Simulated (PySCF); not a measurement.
## XPS shifts beside NMR shieldings

C5H11NOSi2.
Numbering: `[CH3:1][C:2]#[C:3][C@@H:4]1[CH2:5][Si@H:6]([NH2:7])[O:8][SiH2:9]1`

Geometry (PBE0-D3(BJ)/def2-SVP, Å), atoms numbered from 1 in this order:
```
atom  x, y, z in Å
C1     3.8298    1.3412    0.8001
C2     2.7014    0.6915    0.1517
C3     1.7757    0.1343   -0.4037
C4     0.6343   -0.5286   -1.0162
C5    -0.5005    0.4698   -1.3748
Si6   -1.4180    0.8672    0.2338
N7    -0.6943    2.2046    1.0262
O8    -1.2439   -0.6336    1.0010
Si9   -0.1696   -1.6924    0.2837
H10    3.5032    2.1966    1.4123
H11    4.3639    0.6438    1.4649
H12    4.5529    1.7206    0.0608
H13    0.9659   -1.0923   -1.9056
H14   -1.2086   -0.0165   -2.0680
H15   -0.1063    1.3625   -1.8847
H16   -2.8734    1.1458    0.1126
H17   -1.1155    2.6034    1.8575
H18    0.3197    2.2351    1.0740
H19    0.8070   -2.2381    1.2657
H20   -0.8978   -2.8161   -0.3829
```

Binding energies: delta-SCF UKS SCAN, pcX-2 on the ionised atom, pcseg-1 elsewhere, spin-free X2C in PySCF 2.14.0. Shieldings: GIAO PBE0/pcSseg-1, non-relativistic, same geometry.

```
atom  isotropic shielding (ppm)
  C1                      179.6
  C2                      102.9
  C3                       95.4
  C4                      170.4
  C5                      167.4
```

Q: What are the C 1s binding energies of these atoms?

A: 
```json
{"atom": "C2", "environment": "alkyne carbon", "C 1s (eV)": "289.84", "isotropic shielding (ppm)": "102.9"}
{"atom": "C3", "environment": "alkyne carbon", "C 1s (eV)": "289.96", "isotropic shielding (ppm)": "95.4"}
{"atom": "C5", "environment": "sp3 carbon bound to silicon", "C 1s (eV)": "290.05", "isotropic shielding (ppm)": "167.4"}
{"atom": "C4", "environment": "sp3 carbon bound to silicon", "C 1s (eV)": "290.74", "isotropic shielding (ppm)": "170.4"}
{"atom": "C1", "environment": "propargylic carbon", "C 1s (eV)": "291.52", "isotropic shielding (ppm)": "179.6"}
```

Q: Among the listed atoms, is the one with the highest binding energy also the least shielded?

A: No. The highest binding energy is at C1 (291.52 eV, shielding 179.6 ppm), the lowest shielding at C3 (95.4 ppm, 289.96 eV).

By binding energy: C2 < C3 < C5 < C4 < C1. By shielding: C3 < C2 < C5 < C4 < C1.

Isolated species at its PBE0-D3(BJ)/def2-SVP geometry (one conformer only).
